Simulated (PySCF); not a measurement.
In(Me)2(Et), C₄H₁₁In, SMILES [In]([CH3])([CH3])[CH2]C (GFN2-xTB optimised geometry):

```
16

In    -0.165    -0.797     0.000
C      2.087    -0.797     0.000
H      2.458    -0.244    -0.862
H      2.473    -1.815    -0.038
H      2.456    -0.313     0.904
C     -1.422    -2.668     0.002
H     -2.473    -2.392     0.093
H     -1.152    -3.314     0.836
H     -1.282    -3.222    -0.925
C     -1.267     1.183     0.000
C     -0.315     2.368    -0.073
H     -1.873     1.233     0.909
H     -1.955     1.189    -0.850
H      0.279     2.331    -0.988
H      0.372     2.364     0.776
H     -0.861     3.314    -0.062
```

Level of theory: PySCF with B3LYP/def2-TZVP, def2 effective core potentials past Kr.

Task: What are the frontier orbital energies and the dipole moment?

Result: HOMO-2 -9.28 eV, HOMO-1 -6.75 eV, HOMO -6.26 eV, LUMO -1.31 eV, LUMO+1 -0.43 eV; dipole moment 0.03 D.

On the same geometry PBE/def2-TZVP, def2 effective core potentials past Kr (PySCF 2.14.0) gives HOMO-2 -8.04 eV, HOMO-1 -5.86 eV, HOMO -5.38 eV, LUMO -1.74 eV, LUMO+1 -0.92 eV; dipole moment 0.05 D.
